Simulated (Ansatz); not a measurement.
`[SiH3]CB[AsH2]` + H₂ → `B[AsH2]` + `C[SiH3]` at 600 K and 1 bar (hydrogenolysis of a B–C bond).

Calculated with Ansatz (gas phase, PBE0-D4/def2-TZVP geometries, no zero-point term in ΔE). CCSD(T)/CBS adds triple-zeta CCSD(T) − MP2 to the extrapolated MP2 energy (def2 sets, frozen cores). This one scheme is used for every species. For As outer-core shells are correlated without core-valence functions, which leaves a few kJ/mol of doubt a bond. Scalar relativity is left out up to krypton. One conformer a species, not always the lowest.

| species | CCSD(T)/CBS energy (Eh) | H − E (kJ/mol) | S (J/(mol·K)) |
| --- | --- | --- | --- |
| `[SiH3]CB[AsH2]` | -2591.73639 | 279.8 | 468.9 |
| H₂ | -1.17544 | 43.9 | 150.8 |
| `B[AsH2]` | -2262.17165 | 129.7 | 320.6 |
| `C[SiH3]` | -330.73916 | 199.7 | 315.0 |

H − E and S are ideal-gas, rigid-rotor, harmonic terms from PBE0-D4/def2-TZVP, for one conformer and one mirror image of each species. The MP2-based limit puts H₂ 0.8 mEh under its directly extrapolated value; such offsets cancel only in part. 1 Eh = 2625.50 kJ/mol, R = 8.31446 J/(mol·K).

Q: By hand: ΔE, ΔH, ΔS and ΔG.

A: ΔE = (-2262.17165) + (-330.73916) − (-2591.73639) − (-1.17544) = 0.00102 Eh = 2.7 kJ/mol. Δ(H − E) = 129.7 + 199.7 − 279.8 − 43.9 = 5.7, so ΔH = 8.4 kJ/mol. ΔS = 320.6 + 315.0 − 468.9 − 150.8 = 15.9 J/(mol·K). ΔG = 8.4 − 600 × (15.9)/1000 = -1.1 kJ/mol.

Q: By hand: the equilibrium constant, and the temperature at which ΔG would vanish if ΔH and ΔS stayed fixed.

A: log₁₀ K = −ΔG/(RT ln 10) = 0.1. ΔG = 0 at ΔH/ΔS = 528 K, though so small a ΔH makes that figure unsure.

TΔS isn't small against ΔH here. The sign of ΔG lies within the doubt. A doubt of 5 kJ/mol in ΔE shifts log₁₀ K by 0.4 here. Other conformers and mirror images would add mixing entropy, several J/(mol·K) or more a flexible species. Modes under 60 cm⁻¹, often nearly free rotors, make the harmonic entropy too high. These are equilibria of isolated gas molecules and say nothing of rates. Largest T1 diagnostic: 0.014 (customary marks: 0.02 for closed shells, 0.045 for open ones).
